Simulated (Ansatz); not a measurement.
Basis-set extrapolation for BH18N3Si6, SMILES `[SiH3]N([SiH3])B(N([SiH3])[SiH3])N([SiH3])[SiH3]` (PBE0-D4/def2-TZVP geometry, frozen core, Ansatz 0.2.0). Multiplicity 1, RHF reference.

```csv
,def2-TZVPP,def2-QZVPP
HF,-1932.489440,-1932.554384
MP2 correlation,-1.491718,-1.596462
CCSD(T) correlation,-1.684641,not run
```

Energies in hartree. Use E(X) = E(∞) + A·exp(−7.88·√X) for Hartree–Fock and E(X) = E(∞) + B·X^(−2.97) for correlation, with X = 3 and 4, and add CCSD(T) minus MP2 of the smaller set to the MP2 limit.

What is the CCSD(T) energy at the basis-set limit?

HF limit: -1932.554384 + (-0.064944) × 0.13774 = -1932.56333. MP2 limit: -1.596462 + (-0.104744) × 0.74074 = -1.67405. Higher-order term: -1.684641 − (-1.491718) = -0.19292. Total: -1934.43030 hartree, 672.7 kJ/mol below CCSD(T)/def2-TZVPP.
